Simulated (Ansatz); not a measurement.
The cluster Cr3, relaxed as a quintet with UKS r2SCAN-D4/def2-TZVP in Ansatz, starting from the r2SCAN-D4/def2-TZVP geometry of the neutral septet. Force threshold 0.02 eV/Å.

The charge 0 quintet is spin-contaminated (final ⟨S²⟩ up to 11.36, 6.00 for a pure state). The relaxation made no stability test and no search for a lower SCF solution. At r2SCAN-D4/def2-TZVP a septet of charge 0 lies 0.64 eV below the quintet, each at its own geometry. That septet is doubtful there (⟨S²⟩ 16.71, where a pure state has 12.00). The structure comes from a short search, and lower isomers may exist.

Start:

```xyz
3

Cr    1.3418    0.0396    1.0503
Cr   -1.1947    1.1416   -0.4175
Cr   -0.1471   -1.1812   -0.6327
```

**Question.** Estimate the energy that the relaxation releases and the steps that it takes.

**Answer.** 23.7 kJ/mol, in 9 steps; 51 s on 4 threads of Arm Neoverse V1 on a shared host. The force fell under the threshold at step 7, but the optimiser went on. No frequencies were taken in this run, so the end may be a saddle point.

**Question.** Does the start keep its bonding and symmetry?

**Answer.** By distances, no bond broke or formed. The bond that changes most is Cr1–Cr2, from 3.13 to 2.71 Å (atoms count from 1). Point group C2v at the start, C2v at the end, both within 0.05 Å.

**Question.** Predict the relaxed structure.

**Answer.** 
| atom | x (Å) | y (Å) | z (Å) |
| --- | --- | --- | --- |
| Cr1 | 1.1801 | 0.1864 | 0.9903 |
| Cr2 | -1.0140 | 1.1416 | -0.2784 |
| Cr3 | -0.1661 | -1.3280 | -0.7119 |
Bond lengths (bridged metal pairs left out): 3 × Cr–Cr 2.65 to 2.71 Å.
